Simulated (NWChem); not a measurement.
# AlIF$_{2}$; SMILES [F][Al]([F])[I]

Computed with NWChem. Coordinates come from a PBE0/def2-SVP optimisation. Not confirmed as a minimum by frequencies. def2 effective core potentials on I; no spin-orbit coupling. Ions are spin-unrestricted doublets at the neutral geometry; other ion states weren't tried.

For level PBE/def2-SVP:

−ε(HOMO) (eV): 7.13

Task: How do the values read with level B3LYP/def2-SVP instead?

Result: 
- −ε(HOMO) (eV) = 8.03
